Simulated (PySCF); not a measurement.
Potential energy curve for NaBr, singlet. Each curve is given relative to its own lowest point near equilibrium.

```
R / Å     A     B     C
-----  ----  ----  ----
2.00   39.8  43.6  39.3
2.14   18.0  20.6  17.7
2.23    9.7  11.6   9.4
2.36    2.8   3.9   2.7
2.44    0.8   1.4   0.7
2.51    0.0   0.3   0.0
2.60    0.0   0.0   0.1
2.66    0.5   0.3   0.7
2.76    1.8   1.6   2.2
2.89    4.4   4.3   5.2
3.07    9.0   9.2  10.1
3.35   17.0  18.1  18.5
3.74   28.0  30.9  29.9
4.10   37.1  41.7  39.1
4.55   46.6  53.2  48.8
5.00   54.3  62.3  56.7
5.47   60.8  70.0  63.4
6.08   67.6  77.8  70.4
6.81   73.8  84.4  77.0
7.57   79.0  88.2  82.3
```

Energies in kcal/mol.

Question: Match the curves with the methods SC-NEVPT2 on CASSCF(8,5)/aug-cc-pVDZ, all electrons correlated run with PySCF; PySCF with restricted Hartree-Fock/6-31G*, spherical d; restricted MP2 (frozen core)/3-21G (PySCF).

Answer: A is NEVPT2; B is RMP2/3-21G; C is RHF/6-31G*.

The restricted form behind RHF/6-31G*, RMP2/3-21G keeps the bonding electrons paired and can't separate into open-shell fragments.
